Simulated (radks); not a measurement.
Question: These are the eigenvalues of the occupied orbitals of an atom or ion with whole-number occupations (hartree). All-electron calculation, scalar-relativistic Kohn-Sham, LDA (Slater exchange, VWN5 correlation), spin-polarised, spherical densities, finite nucleus; Fermi nuclear charge, rms radius of each element as measured or else 0.836 A^(1/3) + 0.57 fm. Program: a radial shooting solver on a logarithmic mesh with Libxc functionals.

| orbital | eigenvalue |
|---|---|
| 1s up | -1807.160 |
| 1s down | -1807.159 |
| 2s up | -323.2168 |
| 2s down | -323.1873 |
| 2p up | -291.6004 |
| 2p down | -291.5762 |
| 3s up | -94.59983 |
| 3s down | -94.57883 |
| 3p up | -84.75307 |
| 3p down | -84.73085 |
| 3d up | -71.74884 |
| 3d down | -71.72106 |
| 4s up | -39.91698 |
| 4s down | -39.83311 |
| 4p up | -36.34601 |
| 4p down | -36.26294 |
| 4d up | -31.48275 |

Which element is it, and in what charge state? The configuration may be excited. Open shells, if any, are filled with parallel spins first.

Answer: Z = 63, europium, charge +26: Eu26+ in [Kr] 4d1. The list shows which subshells hold electrons but not how many an open one holds; the 1s level, -1807.2 hartree, gives Z - s = 60.1 by -(Z - s)^2/2, which with screening and relativity narrows Z to a few neighbours, and the depths of the outer levels then fix element, charge and occupations together.
